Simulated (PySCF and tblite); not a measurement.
The numbers below are computed, except where a source is named.
C₅H₅FO₂, numbered as in [CH2:1]=[CH:2][O:3]/[CH:4]=[C:5](\[F:6])[CH:7]=[O:8].

Conformers came from 150 starts (ETKDG and KDG, MMFF94s, GFN2-xTB); geometries are GFN2-xTB. Weights use PBE0-D3(BJ)/def2-SVP (IEF-PCM, dichloromethane) energies plus GFN2-xTB zero-point and thermal terms (modes under about 100 cm⁻¹ blended into free rotors). Symmetry numbers and mirror images are counted. Conformers within 3 kcal/mol (GFN2-xTB free energy) were kept, 10 at most. (PySCF 2.14, tblite 0.8.)

Rotational constants are equilibrium values for the commonest isotopes; dipoles come from the energy level named and are polarised by its solvent model.

Torsions listed: C1–C2–O3–C4, C2–O3–C4–C5, F6–C5–C7–O8. Of a mirror pair one member is shown.

```csv
conformer,shape,symmetry,weight %
1,"180°, 180°, 180°",Cs,74.9
2,"13°, -174°, 180°",C1 (pair),20.3
3,"180°, 0°, 180°",Cs,4.7
4,"38°, 21°, -179°",C1 (pair),0.1
```

Sets of constants, in random order:

| set | A (MHz) | B (MHz) | C (MHz) | abs μa (D) | abs μb (D) | abs μc (D) |
| --- | --- | --- | --- | --- | --- | --- |
| P | 3705 | 1175 | 897 | 2.87 | 0.33 | 0.01 |
| Q | 5591 | 1057 | 889 | 2.90 | 1.35 | 0.00 |
| R | 4527 | 1301 | 1078 | 3.02 | 0.93 | 0.13 |
| S | 4784 | 993 | 822 | 3.03 | 0.56 | 0.00 |

Problem. Match each set to its conformer.

Solution. P is conformer 2, Q is conformer 3, R is conformer 4, S is conformer 1.


Conformer gaps in def2-SVP on xTB geometries can be 2 kcal/mol too large for S=O, P=O and other polar bonds.